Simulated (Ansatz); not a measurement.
`[BH2][GaH][CH3]` → `[BH2][GaH2]` + `[CH2]` (triplet) at 400 K and 1 bar (formal loss of a carbene).

Calculated with Ansatz (gas phase, PBE0-D4/def2-TZVP geometries, no zero-point term in ΔE). CBS: MP2 limit from def2 TZ/QZ plus the TZ coupled-cluster correction, frozen cores. This one scheme is used for every species. Triplets are unrestricted, without spin–orbit coupling. For Ga outer-core shells are correlated without core-valence functions, which leaves a few kJ/mol of doubt a bond. Scalar relativity is left out up to krypton.

| species | CCSD(T)/CBS energy (Eh) | H − E (kJ/mol) | S (J/(mol·K)) |
| --- | --- | --- | --- |
| `[BH2][GaH][CH3]` | -1990.34786 | 190.7 | 357.2 |
| `[BH2][GaH2]` | -1951.07352 | 105.9 | 290.8 |
| `[CH2]` (triplet) | -39.09499 | 59.0 | 205.7 |

H − E and S are ideal-gas, rigid-rotor, harmonic terms from PBE0-D4/def2-TZVP, with the whole ground term of open shells counted as degenerate. 1 Eh = 2625.50 kJ/mol, R = 8.31446 J/(mol·K).

Q: By hand: ΔE, ΔH, ΔS and ΔG.

A: ΔE = (-1951.07352) + (-39.09499) − (-1990.34786) = 0.17935 Eh = 470.9 kJ/mol. Δ(H − E) = 105.9 + 59.0 − 190.7 = -25.8, so ΔH = 445.1 kJ/mol. ΔS = 290.8 + 205.7 − 357.2 = 139.3 J/(mol·K). ΔG = 445.1 − 400 × (139.3)/1000 = 389.4 kJ/mol.

Q: By hand: the equilibrium constant, and the temperature at which ΔG would vanish if ΔH and ΔS stayed fixed.

A: log₁₀ K = −ΔG/(RT ln 10) = -50.8. ΔG = 0 at ΔH/ΔS = 3195 K, far beyond where these terms or the molecules hold.

The number of gas molecules changes by +1, which sets the sign of ΔS. A doubt of 5 kJ/mol in ΔE shifts log₁₀ K by 0.7 here. Modes under 60 cm⁻¹, often nearly free rotors, make the harmonic entropy too high. A triplet takes part, so the spin changes. These are equilibria of isolated gas molecules and say nothing of rates. Largest T1 diagnostic: 0.014 (customary marks: 0.02 for closed shells, 0.045 for open ones).
